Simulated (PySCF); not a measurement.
One formula, C5H12OSi2, several structures.

PySCF, B3LYP/def2-SVPD, density fitting, gas phase; each molecule at its own PBE0-D3(BJ)/def2-SVP geometry, one conformer. Singlet excitations by full TDDFT with frozen cores and triplets by Tamm–Dancoff TDDFT. 

Torsions of the conformers computed, which needn't be the lowest (atom-mapped SMILES):
- `[CH:1]#[C:2][CH2:3][C@@H:4]([CH3:5])[SiH2:6][O:7][SiH3:8]`: C2–C3–C4–C5 60°, C3–C4–Si6–O7 -60°, C4–Si6–O7–Si8 -70°
- `[CH3:1][CH:2]([CH3:3])[O:4][SiH2:5][C:6]#[C:7][SiH3:8]`: C1–C2–O4–Si5 -100°, C2–O4–Si5–C6 63°
- `[CH:1]#[C:2][SiH2:3][O:4][SiH2:5][CH:6]([CH3:7])[CH3:8]`: C2–Si3–O4–Si5 4°, Si3–O4–Si5–C6 28°, O4–Si5–C6–C7 180°
- `[CH3:1][CH:2]([CH3:3])[Si@H:4]([OH:5])[C:6]#[C:7][SiH3:8]`: C1–C2–Si4–O5 -179°, H–O5–Si4–C2 -89°
- `[CH3:1][CH2:2][CH2:3][O:4][SiH2:5][C:6]#[C:7][SiH3:8]`: C1–C2–C3–O4 180°, C2–C3–O4–Si5 180°, C3–O4–Si5–C6 -58°
- `[CH2:1]=[CH:2][Si:3]1([O:4][SiH3:5])[CH2:6][CH2:7][CH2:8]1`: C1–C2–Si3–O4 -133°, C2–Si3–O4–Si5 -172°

Reference: `C#CC[C@@H](C)[SiH2]O[SiH3]`, with HOMO energy -7.47 eV, LUMO energy -0.37 eV, lowest singlet excitation 6.39 eV, lowest triplet excitation 5.35 eV, mean polarisability 115.0 au and dipole moment 0.56 D.

Changes against it:

```json
{"molecule": "CC(C)[Si@H](O)C#C[SiH3]", "Δ electronic energy (kcal/mol)": "-1.8", "Δ HOMO energy (eV)": "-0.12", "Δ LUMO energy (eV)": "-0.66", "Δ lowest singlet excitation (eV)": "-1.06", "Δ lowest triplet excitation (eV)": "-0.81", "Δ mean polarisability (au)": "+5.0", "Δ dipole moment (D)": "+0.92"}
{"molecule": "CCCO[SiH2]C#C[SiH3]", "Δ electronic energy (kcal/mol)": "+13.0", "Δ HOMO energy (eV)": "-0.41", "Δ LUMO energy (eV)": "-0.72", "Δ lowest singlet excitation (eV)": "-1.05", "Δ lowest triplet excitation (eV)": "-0.83", "Δ mean polarisability (au)": "+6.6", "Δ dipole moment (D)": "+0.53"}
{"molecule": "C=C[Si]1(O[SiH3])CCC1", "Δ electronic energy (kcal/mol)": "-26.6", "Δ HOMO energy (eV)": "+0.05", "Δ LUMO energy (eV)": "-0.39", "Δ lowest singlet excitation (eV)": "-0.72", "Δ lowest triplet excitation (eV)": "-1.09", "Δ mean polarisability (au)": "-2.7", "Δ dipole moment (D)": "+0.11"}
```

Rows whose labels were lost:

```tsv
row	Δ electronic energy (kcal/mol)	Δ HOMO energy (eV)	Δ LUMO energy (eV)	Δ lowest singlet excitation (eV)	Δ lowest triplet excitation (eV)	Δ mean polarisability (au)	Δ dipole moment (D)
P	+10.5	-0.38	-0.72	-1.05	-0.84	+6.1	+0.63
Q	-12.7	-0.21	-0.46	-0.63	-0.48	-2.5	+1.07
```

Problem. Which row belongs to which of `CC(C)O[SiH2]C#C[SiH3]` and `C#C[SiH2]O[SiH2]C(C)C`?

Solution. P = `CC(C)O[SiH2]C#C[SiH3]` and Q = `C#C[SiH2]O[SiH2]C(C)C`. P and Q are told apart most clearly by the electronic energy (+10.5 against -12.7 kcal/mol); P comes close to the labelled row of `CCCO[SiH2]C#C[SiH3]` in every column.

Problem. Which row has the smallest HOMO–LUMO gap and which the largest, and does the HOMO or the LUMO shift more there?

Solution. Smallest, counted from the reference: `CC(C)[Si@H](O)C#C[SiH3]`, -0.54 eV (HOMO -0.12, LUMO -0.66), the larger shift being that of the LUMO. Largest: Q, -0.25 eV (HOMO -0.21, LUMO -0.46), the larger shift being that of the LUMO. The gap of the reference itself lies above all of them.
